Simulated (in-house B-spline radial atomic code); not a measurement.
**The selenium ion Se⁺: [Ar] 3d10 4s2 4p(3 up, 0 down)**

All numbers are computed (non-relativistic wB97X, spin-polarised, spherical fractional occupations; point nucleus) with an all-electron radial atomic-structure program (B-spline basis), not measured.

Effective charges: Z_r = [3n² - l(l+1)]/(2<r>) from the radius, Z_e = n√(-2ε) from the energy, and Slater's rules. Values are occupation-weighted means over spin.

```
shell  electrons   ε (eV)  <r> (bohr)    Z_r    Z_e  Slater
   1s          2   -12355     0.04499  33.34  30.13   33.70
   2s          2  -1590.5      0.1998  30.02  21.62   29.85
   2p          6  -1428.6      0.1728  28.94  20.49   29.85
   3s          2  -226.24      0.5842  23.11  12.23   22.75
   3p          6  -170.25      0.5938  21.05  10.61   22.75
   3d         10  -71.241       0.626  16.77   6.86   12.85
   4s          2  -30.502       1.798  13.35   5.99    7.30
   4p          3  -20.148       2.085  11.03   4.87    7.30
```

The least bound orbital is 4p up at -20.15 eV, and it is also the most diffuse (<r> = 2.085 bohr).
